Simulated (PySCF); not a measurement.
Compound: C6H12OSi2.
Z-matrix (Å and degrees, GFN2-xTB geometry), rows numbered from 1:
```
C 
C   1  1.3300
C   2  1.4401  1  123.15
C   3  1.3552  2  126.55  1  -179.15
C   4  1.4938  3  127.89  2     0.26
C   5  1.5297  4  109.97  3   153.56
O   6  1.4083  5  112.05  4    52.68
Si  4  1.9050  3  105.75  2  -179.24
Si  3  1.9121  2  129.41  1     1.30
H   1  1.0773  2  122.37  3  -179.96
H   1  1.0775  2  120.83  3     0.04
H   2  1.0856  1  119.35  3   179.65
H   5  1.0927  4  112.04  3    32.30
H   5  1.0982  4  109.14  3   -86.87
H   6  1.0922  5  109.82  4   -64.02
H   6  1.0995  5  110.49  4   176.25
H   7  0.9634  6  108.62  5    59.40
H   8  1.4623  4  116.71  3  -116.27
H   8  1.4697  4  114.47  3   114.75
H   9  1.4709  3  112.28  2    59.02
H   9  1.4706  3  112.60  2   -59.53
```

Probes without a nucleus sit at each ring's centroid and 1 Å off its mean plane on both sides; NICS is minus the shielding there, NICSzz its component along the normal. Level: GIAO PBE0/pcSseg-1 (PySCF, non-relativistic, gas phase) on the GFN2-xTB geometry, one conformer.

Ring bond lengths (Å), with Mayer bond orders in brackets: C3–C4 1.355 (1.79), C4–Si8 1.905 (0.86), Si8–Si9 2.336 (0.90), Si9–C3 1.912 (0.86).

Q: What do the NICS probes read (ppm)?

A: 
```tsv
ring	type	NICS(0)	NICS(1), two faces	NICS(1)zz, two faces	rms pucker (Å)	centre to ring atoms, mean (Å)
C3–C4–Si8–Si9	4-membered ring with 2 Si; formal bonds 1 double, 3 single	0.3	-2.8 / -2.9	4.7 / 4.3	0.00	1.32
```

Q: What can be read from them?

A: 
- C3–C4–Si8–Si9: mean NICS(1)zz 4.5 ppm, deshielded. Si8, Si9 have four or more neighbours; no verdict on aromaticity is drawn.

Q: Give the inner angles of the rings and the Hirshfeld charges of the ring atoms.

A: 
- C3–C4–Si8–Si9: C3 104.0° (-0.090 e), C4 105.8° (-0.082 e), Si8 74.8° (+0.214 e), Si9 75.4° (+0.206 e); sum 360.0° against 360° for a flat convex ring.

Time: 90 s wall; peak memory 1.0 GiB. Hardware: one thread of an Arm Neoverse N1, no GPU, shared host with 64 logical CPUs at a one-minute load of 60. This is the whole shielding run at PBE0/pcSseg-1, SCF included.
